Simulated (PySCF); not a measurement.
## Electron correlation in Sb²⁺ (antimony, charge +2)

[Kr] 4d10 5s2 5p1, 2P determinant. All numbers are calculated (PySCF 2.14, scalar relativity through the core potential, in def2-TZVP with the def2 core potential (28 electrons) (6s5p3d2f, 50 functions)). Frozen: 4s2 4p6 4d10; 3 electrons correlated.

MP2 pair energies summed by pair of shells (mhartree):

| pair | energy | share (%) |
| --- | --- | --- |
| 5s-5s | -19.23 | 56.2 |
| 5s-5p | -14.96 | 43.8 |

Total MP2 correlation energy: -34.19 mhartree.

Same-spin part -2.24 and opposite-spin part -31.94 mhartree; SCS-MP2 scales them by 1/3 and 6/5 to -39.08 mhartree.

```
  level  correlation energy (mhartree)
   CCSD                         -46.10
    (T)                          -0.60
CCSD(T)                         -46.70
```

Diagnostics: T1 = 0.0085, D1 = 0.0199, largest double amplitude 0.095.

Cost of the coupled-cluster step: 1.3 s of wall time on 1 thread of Neoverse-N1 (shared host), for 3 correlated electrons.
